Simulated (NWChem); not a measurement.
System: CH$_{5}$BiO$_{3}$; SMILES C[O][Bi]([OH])[OH]

The following NWChem deck was run.

```
start job
memory heap 200 mb stack 900 mb global 1100 mb
geometry units angstroms
  Bi    -0.051940     0.130039     0.334535
  O      0.311507     1.463034    -1.167259
  H     -0.170784     1.228222    -1.958588
  O     -1.786933    -0.487217    -0.556857
  H     -1.606042    -1.127178    -1.242995
  O      1.039093    -1.410067    -0.557629
  C      1.290039    -1.352363    -1.932649
  H      1.804358    -0.425719    -2.209097
  H      1.929109    -2.201978    -2.179208
  H      0.366265    -1.427063    -2.522136
end
basis spherical
  * library def2-svp
end
ecp
  Bi library def2-ecp
end
dft
  xc pbe0
  iterations 150
end
driver
  maxiter 120
end
task dft optimize
```

Not confirmed as a minimum by frequencies. def2 effective core potentials on Bi; no spin-orbit coupling.

The level has its own optimisation. Brackets give each atom's bonded neighbours.

### Question
What results follow from this input? (PBE0/def2-SVP with def2 effective core potentials on Bi.) Quantities: r Bi–O [Bi(OOO)–O(BiC)] (Å); r H–O (Å); r C–O (Å); dipole (D).

### Answer
- r Bi–O [Bi(OOO)–O(BiC)] (Å): 2.090
- r H–O (Å): 0.968
- r C–O (Å): 1.399
- dipole (D): 1.08
